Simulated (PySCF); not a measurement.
H9OPSi3.
Z-matrix (Å and degrees, PBE0-D3(BJ)/def2-SVP geometry), rows numbered from 1:
```
O 
Si  1  1.6717
Si  2  2.3386  1  107.46
P   3  2.2691  2  106.54  1   176.35
Si  4  2.2628  3   96.62  2   165.17
H   1  0.9621  2  116.58  3   177.93
H   2  1.5007  1  111.69  3  -119.71
H   2  1.4987  1  111.90  3   120.35
H   3  1.4951  2  110.82  1    60.96
H   3  1.4982  2  111.16  1   -59.73
H   4  1.4297  3   94.95  2    69.50
H   5  1.4951  4  113.18  3   -52.28
H   5  1.4942  4  109.11  3  -174.00
H   5  1.4936  4  107.07  3    68.03
```

Method: PySCF 2.14.0, PBE0-D3(BJ)/def2-SVP geometry optimisation, gas phase.

Masses are those of the commonest isotopes; rigid-rotor values at the optimised geometry. The values belong to one conformer with, in the numbering `[OH:1][SiH2:2][SiH2:3][PH:4][SiH3:5]`, H–O1–Si2–Si3 178°, O1–Si2–Si3–P4 176°, Si2–Si3–P4–Si5 165°.

Task: What are A, B and C (cm⁻¹)?

Result: Ia = 85.54, Ib = 757.16, Ic = 816.44 u·Å²; 505379 MHz·u·Å²/I gives 5908, 667.5 and 619.0 MHz, that is A = 0.19707, B = 0.02226, C = 0.02065 cm⁻¹.

Task: Classify the top.

Result: A near-prolate asymmetric top: κ = (2 × 667.5 − 5908 − 619.0)/(5908 − 619.0) = -0.98.

Task: What does the inertial defect say?

Result: Not planar: Δ = Ic − Ia − Ib = -26.25 u·Å². For a rigid frame Δ = −2 Σ m c², so Σ m c² = 13.13 u·Å² lies off the ab plane: 10.69 from hydrogen and 2.44 from heavier atoms. The atom farthest from that plane is 1.50 Å away.

Task: Give the other two planar moments, Paa and Pbb, and the rms extents of the mass along the axes.

Result: Paa = Σ m a² = (Ib + Ic − Ia)/2 = 744.03 and Pbb = Σ m b² = (Ia + Ic − Ib)/2 = 72.41 u·Å². With the mass M = 139.97 u, the rms extents √(P/M) along a, b and c are 2.31, 0.72, 0.31 Å.

Task: Predict some low-J microwave lines.

Result: The dipole components are |μa| = 1.23 D, |μb| = 0.32 D, |μc| = 0.87 D. Intensities carry the squares of the components, which stand as 1.00 : 0.07 : 0.50 (a : b : c). Some of the stronger lines:

```tsv
type	branch	J(Ka,Kc)	MHz	lower level (cm⁻¹)
a	R	2(0,2) ← 1(0,1)	2573	0.043
a	R	3(0,3) ← 2(0,2)	3858	0.129
a	R	3(2,2) ← 2(2,1)	3859	0.831
a	R	3(2,1) ← 2(2,0)	3861	0.831
a	R	3(1,2) ← 2(1,1)	3932	0.307
a	R	4(0,4) ← 3(0,3)	5143	0.257
a	R	4(2,3) ← 3(2,2)	5146	0.960
a	R	4(3,2) ← 3(3,1)	5147	1.838
a	R	4(3,1) ← 3(3,0)	5147	1.838
a	R	4(2,2) ← 3(2,1)	5149	0.960
c	Q	1(1,1) ← 1(0,1)	5241	0.043
a	R	4(1,3) ← 3(1,2)	5242	0.438
c	R	1(1,0) ← 0(0,0)	6576	0.000
c	R	2(1,1) ← 1(0,1)	7911	0.043
c	R	3(1,2) ← 2(0,2)	9270	0.129
c	R	4(1,3) ← 3(0,3)	10654	0.257
c	Q	4(2,3) ← 4(1,3)	15553	0.613
c	Q	2(2,1) ← 2(1,1)	15722	0.307
c	R	2(2,0) ← 1(1,0)	18344	0.219
c	R	2(2,1) ← 1(1,1)	18392	0.218
c	R	3(2,2) ← 2(1,2)	19727	0.302
c	Q	4(3,2) ← 4(2,2)	26321	1.132
c	Q	3(3,1) ← 3(2,1)	26323	0.960
c	Q	4(4,1) ← 4(3,1)	36854	2.010
```

Task: Estimate the classical rotational partition function at 25 K, 200 K and 298.15 K.

Result: Point group C1, symmetry number σ = 1; q = (√π/σ)·√((kT/h)³/(ABC)), k/h = 20836.6 MHz/K: 13500 at 25 K, 305000 at 200 K, 555000 at 298.15 K.

PBE0-D3(BJ)/def2-SVP frequencies: not computed here. Constants of a rigid frame at the computed geometry: no zero-point averaging, no centrifugal distortion. A rigid rotor knows nothing of internal rotation, which can split or shift real lines.
